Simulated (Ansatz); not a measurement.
Caution, from a PySCF single point (PBE0-D3(BJ)/def2-TZVPD) at this geometry: the highest occupied level lies above zero, so the state may not be bound. This triplet is an excited state, 0.53 eV above the relaxed singlet at the level composite: frozen-core CCSD(T) with HF/aug-cc-pVQZ and the correlation energy extrapolated as X^-3 from aug-cc-pVTZ and aug-cc-pVQZ, plus CCSDT(Q) minus CCSD(T) in aug-cc-pVDZ // PBE0-D3(BJ)/def2-TZVPD (Ansatz, an electronic-structure program).

Species: HBCl, SMILES `[BH-]Cl` (excited triplet) (charge -1, multiplicity 3).

Problem. Give a relaxed geometry from PBE0-D3(BJ)/def2-TZVPD run with Ansatz.

Solution. the end point of this relaxation (outside a Z-matrix the atoms follow the SMILES, hydrogens last).
Bond lengths (Å): B1–Cl2 1.845, B1–H3 1.206. Bond angles (°): Cl2–B1–H3 120.2.
